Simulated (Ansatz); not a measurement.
Born–Oppenheimer molecular dynamics of AlFH4OSi (8 atoms, charge 0, multiplicity 1). It goes on from the last frame of an earlier run, with new velocities.

Method: Ansatz 0.2.0, RKS LDA/def2-SVP.

```json
{
  "ensemble": "NVT, Nosé–Hoover chain",
  "time step": "0.5 fs",
  "steps asked": "166",
  "set temperature": "700 K",
  "thermostat": "time constant 50 fs, chain length 1",
  "seed": "507189"
}
```

First frame:

```xyz
8
Properties=species:S:1:pos:R:3
Al 0.013 -0.056 0.136
H 0.545 0.158 1.764
F 0.990 0.372 -1.133
O -1.577 -0.486 -0.293
Si -2.731 -1.296 -1.107
H -3.933 -1.369 -0.193
H -3.255 -0.421 -2.227
H -2.247 -2.605 -1.605
```

Question: How far do the bonds stretch over the last three quarters of this one trajectory? (Pairs bonded in most of those frames.)

Answer: 
| bond | mean (Å) | spread (Å) | shortest | longest |
| --- | --- | --- | --- | --- |
| Al1–H2 | 1.591 | 0.093 | 1.46 | 1.74 |
| Al1–F3 | 1.668 | 0.030 | 1.62 | 1.71 |
| Al1–O4 | 1.689 | 0.035 | 1.63 | 1.75 |
| O4–Si5 | 1.652 | 0.032 | 1.60 | 1.71 |
| Si5–H6 | 1.521 | 0.061 | 1.42 | 1.61 |
| Si5–H7 | 1.514 | 0.014 | 1.49 | 1.54 |
| Si5–H8 | 1.519 | 0.041 | 1.46 | 1.58 |

Mean temperature of the second half: 697 K. The conserved energy stayed within 0.13 meV per atom of its start (net change 0.06 meV per atom), so the integration is sound. A run of 0.083 ps of so small a system gives no equilibrium averages.

The run took 2.1 min on 2 threads of Arm Neoverse V1, with other jobs on the host, peak memory 0.11 GiB.
